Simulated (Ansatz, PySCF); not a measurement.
C2H10N2O2Si, singlet, at a GFN2-xTB geometry, with bond 16-6 at 1.8 times its length. Base run: CASSCF(2,4)/STO-3G run with PySCF.

Input for PySCF:
```python
from pyscf import gto, scf, mcscf
import numpy

mol = gto.M(
    atom='''
C    -0.81059493    1.26740746   -1.59549094
N    -0.91740699    0.32963459   -0.50475163
C    -2.02848879   -0.57365118   -0.67220904
Si    0.48589373   -0.10498754    0.40190041
N     1.55184252   -1.12897665   -0.50223605
O     1.24771662    1.26080112    0.86133501
O     0.04565178   -0.88181304    1.76713536
H    -1.73272557    1.85099139   -1.67438834
H     0.01973801    1.94224075   -1.40847879
H    -0.64350835    0.76201757   -2.55576078
H    -2.94966538    0.00081035   -0.80687323
H    -2.13189638   -1.19168741    0.21533036
H    -1.90255700   -1.22786260   -1.54485272
H     1.78746076   -0.82747066   -1.43379722
H     2.39326562   -1.43590475   -0.03916256
H     0.53219191    2.19914427    2.10800209
H    -0.24632054   -1.78445969    1.69480050
''',
    basis='sto-3g',
    verbose=4,
)

mf = scf.RHF(mol)
mf.kernel()
mc = mcscf.CASSCF(mf, 4, 2)
mc.fix_spin_(ss=0.0)
mc.kernel()
occ = numpy.linalg.eigvalsh(mc.fcisolver.make_rdm1(mc.ci, mc.ncas, mc.nelecas))[::-1]
ss = mc.fcisolver.spin_square(mc.ci, mc.ncas, mc.nelecas)[0]
print('natural occupations', occ.round(4), ' <S^2>', round(ss, 4))
```

Programs used: Ansatz (a first-principles code), PySCF; a row that names a program was run with it.

The base run was repeated with changes; each row names its change, and settings that it needs were set with it.

| change | ΔE vs base (kcal/mol) | natural occupations | <S^2> of the state |
|---|---|---|---|
| base | 0.000 | 1.99 0.01 0.00 0.00 | 0.00 |
| fix_spin_ = off | 0.000 | 1.99 0.01 0.00 0.00 | 0.00 |
| orbitals = fixed (CASCI) | 6.69 | 2.00 0.00 0.00 0.00 | 0.00 |
| conv_tol = 1e-5 | 0.018 | 1.99 0.01 0.00 0.00 | 0.00 |
| active space = 8 electrons, 9 orbitals | -85.6 | 1.99 1.99 1.98 1.68 0.32 0.03 0.01 0.00 0.00 | 0.00 |
| orbitals = fixed (CASCI); correction = SC-NEVPT2 | -198.3 | 2.00 0.00 0.00 0.00 | 0.00 |
| active space = 8 electrons, 8 orbitals | -84.4 | 1.99 1.99 1.98 1.68 0.32 0.02 0.01 0.00 | 0.00 |
| code = ansatz; correction = SC-NEVPT2, all electrons | -233.2 | - | - |
| code = ansatz | -62.52 | - | - |
| correction = SC-NEVPT2 | -209.8 | 1.99 0.01 0.00 0.00 | 0.00 |
| start = MP2 natural orbitals | -62.55 | 1.65 0.35 0.00 0.00 | 0.00 |

Active orbitals are taken around the Fermi level unless the row says otherwise; CASSCF can end in different local minima, and two programs can end on different orbitals. State-averaged rows give the lowest state.

Ansatz warned in this series: the state or the total is in doubt.
